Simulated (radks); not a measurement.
Neutral tellurium inside a hard spherical wall (all orbitals vanish at R), configuration held at [Kr] 4d10 5s2 5p4 and not refilled when levels cross. Calculated with a radial shooting solver on a logarithmic mesh with Libxc functionals: scalar-relativistic Kohn-Sham, PBEsol, spin-unpolarised, spherical densities, finite nucleus; Fermi nuclear charge, rms radius 4.7423 fm. Eigenvalues in eV, with the zero of energy where the potential of the charges vanishes at infinity; a dash marks a level that is unbound or too diffuse for the functional's potential to be trusted. A positive occupied level is held by the wall or, in an anion where self-interaction has pushed it up, behind a barrier. The pressure on the wall is -dE/dV.

| R (bohr) | E (hartree) | kinetic (hartree) | e(4p) | e(4d) | e(5s) | e(5p) | e(6s, empty) | e(5d, empty) | pressure (GPa) |
|---|---|---|---|---|---|---|---|---|---|
| free | -6791.37711 | 7114.669 | -114.23 | -41.589 | -15.151 | -5.968 | - | - | 0 |
| 20 | -6791.37711 | 7114.669 | -114.23 | -41.589 | -15.151 | -5.968 | - | - | < 0.0001 |
| 8 | -6791.37479 | 7114.690 | -114.09 | -41.449 | -15.036 | -5.855 | 1.392 | 2.756 | 0.111 |
| 7 | -6791.36848 | 7114.738 | -113.84 | -41.196 | -14.834 | -5.647 | 2.835 | 3.633 | 0.541 |
| 6 | -6791.34467 | 7114.893 | -113.16 | -40.525 | -14.314 | -5.075 | 5.802 | 5.252 | 2.82 |
| 5 | -6791.25062 | 7115.416 | -111.39 | -38.794 | -12.969 | -3.483 | 12.529 | 8.656 | 16.4 |
| 4 | -6790.84746 | 7117.288 | -106.89 | -34.444 | -9.246 | 1.208 | 29.651 | 16.956 | 115 |
| 3.5 | -6790.24426 | 7119.760 | -102.52 | -30.260 | -4.988 | 6.653 | 47.870 | 25.689 | 338 |
| 2.5 | -6785.13803 | 7138.436 | -82.576 | -11.196 | 22.447 | 40.552 | 146.28 | 73.366 | 4460 |
| 2 | -6773.77091 | 7177.489 | -56.368 | 15.384 | 73.834 | 100.32 | 293.09 | 146.20 | 23400 |
| 1.5 | -6729.27635 | 7316.385 | 10.770 | 89.307 | 246.48 | 287.48 | 690.56 | 347.73 | 182000 |
